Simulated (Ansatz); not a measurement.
Geometry optimisation, DFT PBEsol, scalar-relativistic, plane waves, PAW (Ansatz 0.2.0).

input.yaml

```yaml
crystal:
  lattice:
    - [10.04, 0.0, 0.0]
    - [0.0, 10.04, 0.0]
    - [0.0, 0.0, 10.04]
  atoms:
    - { symbol: Ba, position: [0.0, 0.0, 0.0] }
    - { symbol: Ba, position: [0.5, 0.0, 0.0] }
    - { symbol: Ba, position: [0.0, 0.5, 0.0] }
    - { symbol: Ba, position: [0.0, 0.0, 0.5] }
    - { symbol: Ba, position: [0.25, 0.25, 0.25] }
    - { symbol: Ba, position: [0.5, 0.5, 0.0] }
    - { symbol: Ba, position: [0.5, 0.0, 0.5] }
    - { symbol: Ba, position: [0.75, 0.25, 0.25] }
    - { symbol: Ba, position: [0.0, 0.5, 0.5] }
    - { symbol: Ba, position: [0.25, 0.75, 0.25] }
    - { symbol: Ba, position: [0.25, 0.25, 0.75] }
    - { symbol: Ba, position: [0.5, 0.5, 0.5] }
    - { symbol: Ba, position: [0.75, 0.75, 0.25] }
    - { symbol: Ba, position: [0.75, 0.25, 0.75] }
    - { symbol: Ba, position: [0.25, 0.75, 0.75] }
    - { symbol: Ba, position: [0.75, 0.75, 0.75] }
    - { symbol: "N", position: [0.2545107, 0.123065, 0.0010588] }
basis:
  ecutwfc: 420.0
kpoints:
  mp_grid: { grid: [2, 2, 2] }
hamiltonian:
  xc: pbesol
scf:
  occupations: { method: gaussian, width: 0.05 }
  lower_state_search: "off"
relax:
  f_tol: 0.03
  max_steps: 60
  adjacent_minimum: "off"
```

Command:

```bash
$ ansatz run input.yaml --threads 4 --pin off --max-ram 10240MiB --backend cpu --events-out ev --progress --plain --runs-dir out
```

Q: Where does it end, and by what steps?

A: The forces met the threshold. Limits of this set-up: coarse k mesh, odd electron count without spin, a small cell, in which the defect meets its images, a typed lattice constant that wasn't relaxed here. After 4 steps the energy has fallen by 1.152 eV; Ba11 moved furthest, 0.32 Å.

```json
{"step": "0", "energy less start (eV)": "0.0000", "largest force component (eV/Å)": "1.296", "accepted": "yes"}
{"step": "1", "energy less start (eV)": "-0.9251", "largest force component (eV/Å)": "0.738", "accepted": "yes"}
{"step": "2", "energy less start (eV)": "-1.0867", "largest force component (eV/Å)": "0.504", "accepted": "yes"}
{"step": "3", "energy less start (eV)": "-1.1512", "largest force component (eV/Å)": "0.068", "accepted": "yes"}
{"step": "4", "energy less start (eV)": "-1.1516", "largest force component (eV/Å)": "0.017", "accepted": "yes"}
```

```xyz
17
Lattice="10.0400 0.0000 0.0000 0.0000 10.0400 0.0000 0.0000 0.0000 10.0400" Properties=species:S:1:pos:R:3
Ba 0.254 0.197 0.000
Ba 4.771 0.198 0.000
Ba 0.016 5.011 0.001
Ba -0.064 -0.065 5.021
Ba 2.512 2.309 2.259
Ba 5.009 5.010 0.001
Ba 5.090 -0.065 5.021
Ba 7.533 2.573 2.577
Ba 0.013 5.020 5.021
Ba 2.513 7.539 2.497
Ba 2.512 2.310 7.782
Ba 5.012 5.018 5.021
Ba 7.533 7.529 2.501
Ba 7.533 2.573 7.464
Ba 2.513 7.539 7.544
Ba 7.533 7.528 7.540
N 2.512 1.253 0.000
```

Whether the end is a true minimum wasn't checked by a vibrational analysis.

Run time: 27 s on 4 threads of Intel(R) Xeon(R) 6975P-C (Granite Rapids), with other jobs on the host, peak memory 2.8 GiB.
